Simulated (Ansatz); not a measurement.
Cost and result for the atomization energy of Ge2H6O2, SMILES `[OH][GeH]([OH])[GeH3]` (10 atoms, 9 bonds).

```tsv
atom	x (Å)	y (Å)	z (Å)
O1	-1.645	1.020	-0.523
Ge2	-0.501	0.099	0.494
O3	0.350	1.271	1.525
Ge4	1.218	-0.896	-0.885
H5	-2.558	0.780	-0.355
H6	-1.351	-0.860	1.368
H7	-0.246	1.916	1.915
H8	2.289	-1.545	0.003
H9	0.588	-1.975	-1.780
H10	1.856	0.189	-1.761
```

Charge 0, multiplicity 1. Correlated methods include outer-core shells of Ge, which these sets cover unevenly. Scalar relativity is left out up to krypton. Geometry: relaxed with PBE0-D4/def2-TZVP. It is one conformer, not always the lowest. Program: Ansatz. Hardware: A = 2 threads of an AMD EPYC 7R13 on a shared host; B = 2 threads of an AMD EPYC 7R13 on a shared host and a share of an NVIDIA H100 80 GB. Times are those of one run each, without the atoms' runs, and a repeat can differ threefold. Electronic energies, without spin–orbit coupling; frozen cores. CCSD(T)/CBS adds CCSD(T) − MP2 in def2-TZVPP to the MP2 limit, and its time is that of the two runs behind it. T1 = 0.012. With those shells the extrapolation isn't a true limit. B3LYP takes the VWN-RPA correlation (the form of Gaussian; ORCA's B3LYP/G).

CCSD(T)/CBS is a level of theory with its own doubt, some kJ/mol a heavy atom from the limit and from the frozen cores, so smaller differences don't rank the functionals.

| level | functions | wall time | atomization (kJ/mol) | difference from CCSD(T)/CBS | per bond |
| --- | --- | --- | --- | --- | --- |
| PBE-D4/def2-TZVPP (with forces) [A] | 242 | 4.5 s | 3080.7 | -23.3 | -2.6 |
| CCSD(T)/def2-TZVPP [B] | 242 | 7 s | 3031.4 | -72.6 | -8.1 |
| PBE0-D4/def2-TZVPP [A] | 242 | 7 s | 3020.3 | -83.7 | -9.3 |
| MP2/def2-QZVPP [B] | 472 | 7.5 s | 3100.7 | -3.3 | -0.4 |
| r2SCAN-D4/def2-TZVPP (with forces) [A] | 242 | 8 s | 3079.3 | -24.7 | -2.7 |
| B3LYP-D4/def2-TZVPP (with forces) [A] | 242 | 10 s | 3045.2 | -58.8 | -6.5 |
| B2PLYP/def2-TZVPP [A] | 242 | 11 s | 3029.4 | -74.6 | -8.3 |
| CCSD(T)/CBS(def2) | – | 15 s | 3104.0 | 0.0 | 0.0 |
| ωB97X-V/def2-TZVPP [A] | 242 | 15 s | 3093.1 | -10.9 | -1.2 |
| ωB97M-V/def2-TZVPP (with forces) [A] | 242 | 21 s | 3056.4 | -47.6 | -5.3 |

In def2-TZVPP, CCSD(T) changes the Hartree–Fock value by +914.8 kJ/mol (the triples alone add +47.2 kJ/mol) and MP2 by +941.5 kJ/mol; breaking electron pairs costs correlation energy, which Hartree–Fock lacks. From PBE to PBE0 (25 % exact exchange), in def2-TZVPP and without D4, the atomization energy moves by −57.6 kJ/mol: exact exchange takes away binding that semilocal exchange gives to molecules. The D4 term adds +30.9 kJ/mol with B3LYP and +16.2 kJ/mol with PBE0; it sums over pairs of atoms, weighted by their polarisabilities, and B3LYP, whose exchange is more repulsive, gets the larger term.
